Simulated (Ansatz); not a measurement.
TiS₂⁺. Charge 1, multiplicity 2. Geometry PBE0-D4/def2-TZVP; atoms count from 1.

Cartesian coordinates in Å:
```
Ti -0.728 0.636 0.119
S 1.172 0.726 -0.696
S -0.444 -1.362 0.577
```

The relaxed charge 1 doublet is spin-contaminated (final ⟨S²⟩ up to 0.83, 0.75 for a pure state). No other spin state of charge 1 was run. The structure comes from a short search, and lower isomers may exist.

Estimate the Mulliken populations from the PBE0/def2-TZVP orbitals of Ansatz.


```json
{"atom": "Ti1", "charge (e)": "1.10", "spin (α − β)": "-0.37", "d electrons": "2.51"}
{"atom": "S2", "charge (e)": "-0.05", "spin (α − β)": "0.69", "d electrons": "–"}
{"atom": "S3", "charge (e)": "-0.05", "spin (α − β)": "0.69", "d electrons": "–"}
```
Mulliken values and Mayer orders depend strongly on the basis.

Where does the spin sit?

Summed by element: Ti -0.37, S 1.37, of 1 unpaired in all. Largest on single atoms: S3 0.69, S2 0.69, Ti1 -0.37.

And the Mayer bond orders between bonded heavy atoms (over 0.3)?

Ti1–S2 2.04 (2.07 Å); Ti1–S3 2.04 (2.07 Å).
